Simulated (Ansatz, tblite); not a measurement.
Removing and adding an electron: the cluster B3P2 (the lowest doublet isomer of a short search). The state is a doublet with charge 0. Geometry: PBE-D4/def2-SVP. Ansatz, gas phase; energy differences of separate SCF runs; the oxidised species is a triplet (the singlet lies 0.54 eV higher at PBE0-D4/def2-TZVP); the reduced species is a singlet (the triplet lies 1.88 eV higher at PBE0-D4/def2-TZVPD).

| atom | x (Å) | y (Å) | z (Å) |
| --- | --- | --- | --- |
| B1 | 0.052 | -0.745 | -0.931 |
| B2 | 0.426 | 0.273 | 0.424 |
| B3 | -1.178 | 0.023 | -0.189 |
| P4 | 1.780 | -0.667 | -0.514 |
| P5 | -1.080 | 1.116 | 1.211 |

The xTB rows come from tblite. The structure comes from a short search, and lower isomers may exist.

Problem. Estimate orbital energies and vertical ionisation energies and electron affinities at: GFN1-xTB; GFN2-xTB; PBE-D4/def2-TZVP; PBE-D4/def2-TZVPD; r2SCAN-D4/def2-TZVP; r2SCAN-D4/def2-TZVPD; PBE0-D4/def2-TZVP; PBE0-D4/def2-TZVPD.

Solution. 
```tsv
level	−HOMO (eV)	vertical IE (eV)	−LUMO (eV)	vertical EA (eV)	HOMO–LUMO gap (eV)	IE − EA (eV)
GFN1-xTB	–	13.26	–	5.69	–	7.57
GFN2-xTB	–	11.85	–	6.04	–	5.81
PBE-D4/def2-TZVP	5.91	8.62	5.34	–	0.57	–
PBE-D4/def2-TZVPD	5.92	–	5.36	2.88	0.57	–
r2SCAN-D4/def2-TZVP	6.09	8.62	5.08	–	1.02	–
r2SCAN-D4/def2-TZVPD	6.10	–	5.08	2.84	1.02	–
PBE0-D4/def2-TZVP	6.74	8.60	4.56	–	2.18	–
PBE0-D4/def2-TZVPD	6.74	–	4.57	2.95	2.17	–
```

   HOMO and LUMO are the levels of the spin that leaves or enters (xTB has no such levels and no spin-polarisation term). Other spin states of the ions may lie lower, which would lower the ionisation energy or raise the affinity. Raw xTB energy differences between charge states are shifted by several eV; the methods need an empirical correction for them.
